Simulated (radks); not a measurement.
The numbers below are computed, except where a source is named.
Spherical quantum dot in the effective-mass picture: electrons in a parabolic well V = omega^2 r^2 / 2 with omega = 1.55, all in effective atomic units (hartree* = m*/eps^2 hartree, bohr* = eps/m* bohr), one dielectric constant everywhere. Level of theory: non-relativistic Kohn-Sham, LDA (Slater exchange, Perdew-Wang correlation), spin-polarised, spherical densities (a radial shooting solver with Libxc functionals). Levels are named by radial order and angular momentum (1s, 1p, 1d, 2s, ...), and open shells are averaged over m.

N = 24, configuration 1s2 1p6 1d10 2s2 1f(up 4, down 0). This is the lowest configuration that the search found. Occupied and some empty levels:

| level | occupation | eigenvalue (hartree*) | <r> (bohr*) |
|---|---|---|---|
| 1s up | 1 | 15.564 | 1.320 |
| 1s down | 1 | 15.597 | 1.304 |
| 1p up | 3 | 16.304 | 1.656 |
| 1p down | 3 | 16.355 | 1.646 |
| 1d up | 5 | 17.137 | 1.893 |
| 1d down | 5 | 17.198 | 1.889 |
| 2s up | 1 | 17.313 | 1.650 |
| 2s down | 1 | 17.356 | 1.657 |
| 1f up | 4 | 18.053 | 2.081 |
| 1f down | 0 | 18.118 | 2.081 |
| 2p up | 0 | 18.322 | 1.858 |
| 2p down | 0 | 18.363 | 1.862 |
| 1g up | 0 | 19.042 | 2.241 |
| 1g down | 0 | 19.107 | 2.243 |
| 2d up | 0 | 19.376 | 2.050 |
| 2d down | 0 | 19.419 | 2.052 |

Energy (hartree*): total 268.233, kinetic 36.352, external 101.83, Hartree 143.71, exchange-correlation -13.663.

Electron density:

| r (bohr*) | n(r) (e/bohr*^3) |
|---|---|
| 0.170 | 0.6613 |
| 0.453 | 0.5771 |
| 0.736 | 0.4921 |
| 1.02 | 0.4677 |
| 1.30 | 0.4884 |
| 1.59 | 0.4818 |
| 1.87 | 0.3970 |
| 2.15 | 0.2569 |
| 2.44 | 0.1261 |
| 2.72 | 0.04583 |
| 3.00 | 0.01232 |
| 3.29 | 0.002425 |
| 3.57 | 0.0003544 |
